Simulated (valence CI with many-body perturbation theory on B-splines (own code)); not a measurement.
**Run record, Hg LXVIII**

Calculated by relativistic CI+MBPT: three valence electrons over a frozen Dirac-Fock core [Ne], radial functions for each j: 6 s, 6 p, 5 d, 3 f, 1 g, with the one-electron correlation potential Σ1 (screened to all orders), the two-electron term Σ2, the three-electron term Σ3, Breit, model QED; selected single and double excitations, second order for the rest, scaled by the run's own slope (own B-spline code, finite nucleus).

Command, and the settings that its task file holds:

```sh
python run_cv.py task.json out
```

```
atom Hg  Z=80  mass_number=202  rms_radius_fm=5.4648
core [Ne]
valence 3s2 3p1
avg = 1
basis = S
breit = 1
cap = 10000
capref = 1200
cscale = 1
de = 0.0
dress = 0
eps = 2e-08
extrap = 1
h = 0.27
hh = 1
l2 = 3
lcore = 6
maxit = 1
n2 = 5
natural = 1
nlev = 20
nno = [3, 3, 3, 2, 1]
nroot = 26
nsp = [3, 3, 2, 1, 0]
pt2 = 1
qed = 1
rpa = 1
s1 = 1
s2 = 1
s3 = 1
screen = 1
tol = 2e-05
whole = 1
```

It took 14 s on 1 thread of Arm Neoverse N1, on a shared host.

Log. The first blocks belong to the next ion, which gives the ionisation energy. Fields: 2J, parity (1 odd), roots, reference size, generating configurations, candidates as configurations/state functions, variational space P, stored matrix elements, Davidson steps; e2 is the range of second-order energies in hartree. The first line gives the box (bohr), its intervals, the orbitals and the steps of their self-consistent field. Window is the range of levels sought, series limit the energy at which the first omitted orbital would enter, core excitation an estimate of the first excitation out of the core, left out the lowest levels not solved, and shifts from estimates the range by which levels moved from their first estimate, all in cm⁻¹.

```
rmax 1.2 intervals 53 orbitals 36 references ['3s2 3p', '3s2 3d', '3s 3p2', '3s 3p 3d', '3p3'] scf 2 t 0.9
2J=0 par=0 roots 2 ref 15 generators 2 cand 92/92 P 107/107 nnz 0 it 0
   second order: generators 5 cand 0/0 e2 -0.00000 -0.00000
reference levels 433, estimated 61, window 10228845 1/cm; series limit 44427321, core excitation 79142329
2J=1 par=1 roots 3 ref 37 generators 7 cand 279/415 P 923/1371 nnz 0 it 1
2J=1 par=1 roots 3 ref 37 generators 8 cand 227/340 P 991/1462 nnz 0 it 1
   second order: generators 11 cand 379/585 e2 -0.00000 -0.00000
2J=1 par=0 roots 4 ref 41 generators 7 cand 184/272 P 1000/1469 nnz 0 it 1
2J=1 par=0 roots 4 ref 41 generators 9 cand 164/246 P 1050/1532 nnz 0 it 1
   second order: generators 9 cand 114/183 e2 -0.00000 -0.00000
2J=3 par=1 roots 6 ref 60 generators 8 cand 244/538 P 1174/2421 nnz 0 it 1
2J=3 par=1 roots 6 ref 60 generators 13 cand 201/419 P 1245/2586 nnz 1.1e+06 it 1
   second order: generators 15 cand 356/759 e2 -0.00000 -0.00000
2J=3 par=0 roots 6 ref 65 generators 9 cand 234/509 P 1169/2372 nnz 0 it 1
2J=3 par=0 roots 6 ref 65 generators 12 cand 207/452 P 1219/2476 nnz 0 it 1
   second order: generators 14 cand 157/348 e2 -0.00000 -0.00000
2J=5 par=0 roots 5 ref 63 generators 8 cand 228/541 P 1215/2689 nnz 1.2e+06 it 1
2J=5 par=0 roots 5 ref 63 generators 11 cand 176/414 P 1261/2785 nnz 1.3e+06 it 1
   second order: generators 14 cand 370/999 e2 -0.00000 -0.00000
2J=5 par=1 roots 4 ref 55 generators 5 cand 264/667 P 1152/2575 nnz 1.1e+06 it 1
2J=5 par=1 roots 4 ref 55 generators 9 cand 218/517 P 1210/2738 nnz 1.3e+06 it 1
   second order: generators 11 cand 160/354 e2 -0.00000 -0.00000
2J=7 par=1 roots 2 ref 36 generators 3 cand 395/950 P 921/1995 nnz 0 it 1
2J=7 par=1 roots 2 ref 36 generators 5 cand 279/661 P 1003/2197 nnz 0 it 1
   second order: generators 6 cand 197/459 e2 -0.00000 -0.00000
left out: unestimated 14858740, estimated 11832914, shifts from estimates -0 to 14
operators 0.8
```

The Davidson iterations stopped at their limit. The settings are bad on purpose, so the numbers may not be properties of the ion.

The last digits are not significant, and no measured levels were compared; by estimate large intervals hold to a few tenths of a per cent, small ones and those within an open d or f shell to about a per cent.

```yaml
Valence_energy: -927.9672 hartree
Ionisation_energy: "8162.3 eV (NIST: 8160 ± 40 eV (theoretical))"
Reference_configurations_for_the_orbitals: 3s2 3p, 3s2 3d, 3s 3p2, 3s 3p 3d, 3p3
Radial_orbitals: 36
Box_radius: 1.24 bohr
Largest_variational_space: 2785
Lowest_levels: (3s^2 3p1/2) J=1/2 0.00, (3s 3p1/2^2) J=1/2 1537.6, (3s^2 3p3/2) J=3/2 4265.2, (3s 3p1/2 3p3/2) J=3/2 [a] 5526.3, (3s 3p1/2 3p3/2) J=5/2 5691.0, (3s 3p1/2 3p3/2) J=3/2 [b] 5869.2, (3s 3p1/2 3p3/2) J=1/2 5964.9, (3s^2 3d3/2) J=3/2 6358.1, (3s^2 3d5/2) J=5/2 7221.0, (3s 3p1/2 3d3/2) J=3/2 [a] 7356.4, (3s 3p1/2 3d3/2) J=3/2 [b] 7472.1, (3s 3p1/2 3d3/2) J=5/2 7565.7, (3s 3p1/2 3d3/2) J=1/2 7805.6, (3s 3p1/2 3d3/2) J=3/2 [c] 7878.5 × 10³ cm⁻¹
```

Levels are named by their leading jj configuration (3d3/2^4 stands for four electrons in 3d with j = 3/2), which in mixed levels can hold well under half, so a name can repeat and another be missing. Letters in brackets count levels of one name in rising energy.
